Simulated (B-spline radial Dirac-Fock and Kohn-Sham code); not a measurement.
## Dipole and non-dipole photoemission parameters of Zr³⁺ 2p1/2

System: Zr³⁺ in the configuration [Kr] 4d1; threshold 2342.0 eV (orbital energy of the model). Model: Dirac-Hartree-Slater photoionisation with a Latter tail; cross sections with all multipoles, angular parameters from the dipole term and its interference with E2. Program: a radial B-spline solver.

The run's input, task.json:

```json
{"items": [{
  "Z": 40,
  "q": 3,
  "cfg": [[1, 0, 2], [2, 0, 2], [2, 1, 6], [3, 0, 2], [3, 1, 6], [3, 2, 10], [4, 0, 2], [4, 1, 6], [4, 2, 1]],
  "A": 90,
  "rrms": 4.2694,
  "do": "xps",
  "hv": [56.0, 59.0, 80, 82.7, 88.0, 88.8, 97.9, 135.0, 227.0, 239.0, 268.0, 300, 1000, 1240.0, 1480.0, 1486.9, 1550.0, 1600.0, 2100.0, 2150.0, 2984.4, 3350.0, 3820.0, 4750.0, 5160.0, 5910.0, 6000, 8047.8, 10900.0, 12000]
}]}
```

Run with: `python xray2_run.py task.json out`

For linearly polarised light dσ/dΩ = σ/(4π) [1 + β P₂(cos θ) + (δ + γ cos²θ) sin θ cos φ], with θ from the polarisation vector and φ the angle between the beam and the projection of the electron momentum on the plane normal to the polarisation.

```
hν (eV)  σ (kb)      β       γ      δ
 2984.4    64.8  1.380  -0.024  0.019
   3350    47.6  1.426   0.145  0.026
   3820    33.3  1.441   0.332  0.034
   4750    18.1  1.422   0.624  0.046
   5160    14.3  1.406   0.730  0.052
   5910       ?      ?       ?      ?
   6000    9.17  1.368   0.917  0.063
 8047.8    3.79  1.270   1.254  0.093
  10900    1.48  1.146   1.571  0.134
  12000    1.09  1.104   1.664  0.150
```

Question: Give the values at 5910 eV.

Answer: σ = 9.59 kb, β = 1.372, γ = 0.899, δ = 0.062.

Values without a named source are computed, but for edge energies of neutral atoms, which are taken from tables.
